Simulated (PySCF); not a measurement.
## Spinor energies of Cl²⁺ (chlorine, charge +2)

Start: [Ne] 3s1 3p4; 3s1/2 filled at m_j = +1/2; 3p1/2 filled at m_j = +1/2; 3p3/2 filled at m_j = -1/2, +1/2, +3/2. Calculated with PySCF 2.14 in x2c-SVPall-2c with one added diffuse shell each of s, p type (5s5p1d, 25 functions): generalised Hartree-Fock with the X2C-1e Hamiltonian and a Gaussian nucleus; one run each with spin-orbit coupling (SO) switched off, then screened by Boettger's factors. This is a chosen level, not necessarily the ground level.

| spinor shell | electrons | ε, spin-free (eV) | ε, screened SO (eV) | weight of nominal j (screened SO) | rms radius, screened SO (bohr) |
| --- | --- | --- | --- | --- | --- |
| 1s1/2 | 2 | -2892.2 | -2892.2 | 1.000 | 0.105 |
| 2s1/2 | 2 | -318.89 | -318.87 | 1.000 | 0.479 |
| 2p1/2 | 2 | -248.70 | -250.43 | 0.846 | 0.448 |
| 2p3/2 | 4 | -248.70 | -247.80 | 0.923 | 0.451 |
| 3s1/2 | 1 | -58.652 | -58.640 | 1.000 | 1.54 |
| 3p3/2 | 3 | -38.693 | -40.441 | 0.659 | 1.74 |
| 3p1/2 | 1 | -38.693 | -33.476 | 0.657 | 1.84 |

| quantity | spin-free | screened SO |
| --- | --- | --- |
| E (hartree) | -458.96805 | -458.97050 |
| M_J | 5/2 | 5/2 |
| ⟨J²⟩ | 8.757 | 8.757 |
| ⟨L²⟩ | 2.002 | 2.003 |
| ⟨S²⟩ | 3.755 | 3.754 |

Each row is a mean over spinors that exchange with the open shell spreads, by up to 2.390 eV (2p3/2).

Rows whose weight is well below 1 are mixtures of j = l ± 1/2: exchange outweighs spin-orbit coupling there, and the label is only the starting occupation.

Without spin-orbit coupling the j labels of p, d and f shells carry no meaning; the spin-free column gives the mean over the occupied spinors of each nl shell.
